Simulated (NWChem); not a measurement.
All runs are NWChem calculations. System: H₂BO₃, charge 0, spin multiplicity 2, optimised in this run. The structure started from a generated list of species. Its SCF solution wasn't tested for a lower state.

The NWChem input:

```
start mol
memory heap 200 mb stack 900 mb global 1100 mb
geometry units angstroms noautosym
  O      0.000000    -0.002611    -1.530928
  B      0.000000    -0.039555    -0.288216
  O     -1.215448     0.030669     0.625315
  O      1.215448     0.030669     0.625315
  H     -1.044341    -0.250000     1.593380
  H      1.044341    -0.249996     1.593380
end
basis spherical
  * library def2-svp
end
dft
  xc xpbe96 cpbe96
  odft
  mult 2
  semidirect memsize 60000000 filesize 0
  iterations 100
end
driver
  maxiter 80
end
task dft optimize
task dft freq
```

The output up to the point where the run's verdict is printed (cleaned and shortened):

```
             Northwest Computational Chemistry Package (NWChem) 7.3.0
             --------------------------------------------------------

                                NWChem Input Module
                                -------------------

 Scaling coordinates for geometry "geometry" by  1.889725989
 (inverse scale =  0.529177249)

          ------
          auto-z
          ------

                             Geometry "geometry" -> ""
                             -------------------------

 Output coordinates in angstroms (scale by  1.889725989 to convert to a.u.)

  No.       Tag          Charge          X              Y              Z
 ---- ---------------- ---------- -------------- -------------- --------------
    1 O                    8.0000     0.00000000     0.00474239    -1.51490529
    2 B                    5.0000     0.00000000    -0.03220161    -0.27219329
    3 O                    8.0000    -1.21544800     0.03802239     0.64133771
    4 O                    8.0000     1.21544800     0.03802239     0.64133771
    5 H                    1.0000    -1.04434100    -0.24264661     1.60940271
    6 H                    1.0000     1.04434100    -0.24264261     1.60940271

 Effective nuclear repulsion energy (a.u.)     103.1004269045

            Nuclear Dipole moment (a.u.)
            ----------------------------
        X                 Y               Z
 ---------------- ---------------- ----------------
     0.0000000000     0.0000000000    -0.0000000000


 Summary of "ao basis" -> "" (spherical)
 ------------------------------------------------------------------------------
       Tag                 Description            Shells   Functions and Types
 ---------------- ------------------------------  ------  ---------------------
 *                          def2-svp                  on all atoms

  pbe96 is a nonlocal functional; adding pw91lda local functional.

                           NWChem Geometry Optimization
                           ----------------------------

 maximum gradient threshold         (gmax) =   0.000450
 rms gradient threshold             (grms) =   0.000300
[...]
 d= 0,ls=0.5,diis    75   -251.2772354397  3.35D-07  1.36D-05  4.42D-05    36.5
                                                     3.23D-05  4.19D-05
 d= 0,ls=0.5,diis    76   -251.2772340598  1.38D-06  1.77D-05  5.95D-05    36.9
                                                     3.34D-05  5.51D-05
 d= 0,ls=0.5,diis    77   -251.2772511329 -1.71D-05  2.34D-05  2.60D-05    37.3
                                                     3.29D-05  3.13D-05
 d= 0,ls=0.5,diis    78   -251.2772414269  9.71D-06  1.39D-05  6.29D-05    37.7
                                                     2.99D-05  6.11D-05
 d= 0,ls=0.5,diis    79   -251.2772351170  6.31D-06  9.63D-06  8.65D-05    38.1
                                                     2.75D-05  8.22D-05
 d= 0,ls=0.5,diis    80   -251.2772467828 -1.17D-05  1.61D-05  6.32D-05    38.5
                                                     2.98D-05  6.58D-05
 d= 0,ls=0.5,diis    81   -251.2772636082 -1.68D-05  2.42D-05  3.30D-05    39.0
                                                     3.58D-05  3.86D-05
 d= 0,ls=0.5,diis    82   -251.2772807574 -1.71D-05  9.39D-06  6.57D-06    39.6
                                                     3.19D-05  1.08D-05
 d= 0,ls=0.5,diis    83   -251.2772883702 -7.61D-06  2.50D-05  1.42D-06    40.2
                                                     2.97D-05  4.24D-06
 d= 0,ls=0.5,diis    84   -251.2772889686 -5.98D-07  2.05D-05  1.05D-05    40.8
                                                     2.83D-05  1.19D-05
 d= 0,ls=0.5,diis    85   -251.2772862035  2.77D-06  1.19D-05  2.67D-05    41.2
                                                     2.56D-05  2.42D-05
 d= 0,ls=0.5,diis    86   -251.2772853448  8.59D-07  9.14D-06  3.56D-05    41.6
                                                     2.54D-05  3.20D-05
 d= 0,ls=0.5,diis    87   -251.2772941656 -8.82D-06  5.75D-06  1.92D-05    42.0
                                                     2.51D-05  2.05D-05
 d= 0,ls=0.5,diis    88   -251.2773006793 -6.51D-06  6.05D-06  1.11D-05    42.4
                                                     2.40D-05  1.34D-05
 d= 0,ls=0.5,diis    89   -251.2773025922 -1.91D-06  7.37D-06  1.42D-05    42.8
                                                     2.44D-05  1.54D-05
 d= 0,ls=0.5,diis    90   -251.2773085928 -6.00D-06  1.87D-05  6.38D-06    43.2
                                                     2.50D-05  8.89D-06
 d= 0,ls=0.5,diis    91   -251.2773053454  3.25D-06  1.32D-05  2.17D-05    43.7
                                                     2.31D-05  2.06D-05
 d= 0,ls=0.5,diis    92   -251.2773017769  3.57D-06  4.18D-06  3.56D-05    44.2
                                                     2.05D-05  3.22D-05
 d= 0,ls=0.5,diis    93   -251.2773033281 -1.55D-06  6.90D-06  3.50D-05    44.9
                                                     2.04D-05  3.32D-05
 d= 0,ls=0.5,diis    94   -251.2773096001 -6.27D-06  3.98D-06  2.36D-05    45.5
                                                     1.98D-05  2.47D-05
 d= 0,ls=0.5,diis    95   -251.2773143734 -4.77D-06  2.62D-06  1.74D-05    46.0
                                                     1.96D-05  1.89D-05
 d= 0,ls=0.5,diis    96   -251.2773178644 -3.49D-06  8.50D-06  1.48D-05    46.4
                                                     1.95D-05  1.57D-05
 d= 0,ls=0.5,diis    97   -251.2773178104  5.41D-08  3.28D-06  2.10D-05    46.8
                                                     1.90D-05  1.92D-05
 d= 0,ls=0.5,diis    98   -251.2773217955 -3.99D-06  3.04D-06  1.51D-05    47.2
                                                     1.91D-05  1.49D-05
 d= 0,ls=0.5,diis    99   -251.2773256507 -3.86D-06  1.01D-05  1.03D-05    47.6
                                                     2.10D-05  1.08D-05
 d= 0,ls=0.5,diis   100   -251.2773307047 -5.05D-06  9.18D-06  2.77D-06    48.0
                                                     1.90D-05  4.49D-06
```

Convergence was not reached. The next line reads: Calculation failed to converge. NWChem stopped with the message: driver: task_gradient failed.
